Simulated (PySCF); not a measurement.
## Computed properties of B(CCH)(Cl)(Me) (C3H4BCl), SMILES C#CB(C)Cl

C3H4BCl, SMILES C#CB(C)Cl. The structure is a stationary point at PBE0-D3(BJ)/def2-SVP. The structure was generated by enumeration, and PubChem lists no compound with its InChIKey, so it may never have been made. The values are those of a single conformer. All values are computed for the isolated molecule unless a solvent is named; none is compared with measurement here.

**Structure.** All 21 harmonic modes at PBE0-D3(BJ)/def2-SVP (PySCF) are real, so it is a minimum. With heavy atoms numbered as in [B:1]([C:2]#[CH:3])([Cl:5])[CH3:6], the shortest bond between them is C2–C3 at 1.218 Å and the longest B1–Cl5 at 1.764 Å.

**Vibrations.** The strongest infrared lines (harmonic, unscaled, degenerate partners summed) lie at 1072 cm⁻¹ (246 km/mol, B 68 %, H 19 %, C 10 %), 1163 cm⁻¹ (147 km/mol, B 61 %, H 27 %, C 12 %), 1322 cm⁻¹ (120 km/mol, H 59 %, C 30 %, B 11 %). The softest mode is at 41 cm⁻¹ and the zero-point energy is 38.2 kcal/mol.

**Electronic structure.** M06-2X/def2-TZVP (PySCF) places the frontier levels at -9.54 and -1.02 eV, a gap of 8.52 eV, and gives a dipole moment of 1.62 D and a mean polarisability of 59.0 bohr³. PBE/def2-TZVP (PySCF) at the same geometry gives -7.04 and -2.82 eV, so its gap is 4.30 eV narrower. An orbital gap is neither the optical nor the fundamental gap.

**Excitations.** TDA-ωB97X/def2-SVPD (PySCF) has S1 at 4.83 eV (257 nm, f = 0.000, dark); the most intense of the 10 singlets computed lies at 7.58 eV (f = 0.16). T1 (TDA) is at 4.40 eV, 0.43 eV under S1. TDA-PBE/def2-SVPD (PySCF) puts S1 at 4.28 eV. No vertical singlet excitation falls in the visible range (under 3.1 eV).

**NMR.** GIAO shifts at KT2/pcSseg-1 (PySCF) (non-relativistic, atoms alike by connectivity averaged): ¹³C from 19.4 to 107.5 ppm against TMS; ¹H from 1.4 to 4.3 ppm against TMS; ¹¹B at 43.3 ppm against BF3. Without spin–orbit terms, shifts of atoms bonded to Cl or Br come out too high.
